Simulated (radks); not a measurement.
Spherical quantum dot in the effective-mass picture: electrons in a well V = -V0 / (1 + exp((r - R)/a)) with V0 = 9.43, R = 4.52, a = 0.24, all in effective atomic units (hartree* = m*/eps^2 hartree, bohr* = eps/m* bohr), one dielectric constant everywhere. Method: non-relativistic Kohn-Sham, LDA (Slater exchange, Perdew-Wang correlation), spin-polarised, spherical densities; computed with a radial shooting solver with Libxc functionals. Levels are named by radial order and angular momentum (1s, 1p, 1d, 2s, ...), and open shells are averaged over m. Results are scaled to m* = 0.258 and eps = 10.9, for which hartree* = 59.09 meV and bohr* = 2.236 nm.

N = 27, configuration 1s2 1p6 1d10 1f(up 7, down 2). This is the lowest configuration that the search found. Occupied and some empty levels:

level,occupation,eigenvalue (meV),<r> (nm)
1s up,1,-97.789,6.995
1s down,1,-95.481,6.962
1p up,3,-90.718,7.214
1p down,3,-88.307,7.197
1d up,5,-78.192,7.426
1d down,5,-75.703,7.418
1f up,7,-60.923,7.616
1f down,2,-58.386,7.614
2s up,0,-42.851,4.685
2s down,0,-41.991,4.675
1g up,0,-39.370,7.789
1g down,0,-36.810,7.789
2p up,0,-20.046,5.539
2p down,0,-18.855,5.526

Energy (meV): total -7862.95, kinetic 1180.2, external -14437, Hartree 6009.1, exchange-correlation -615.65.
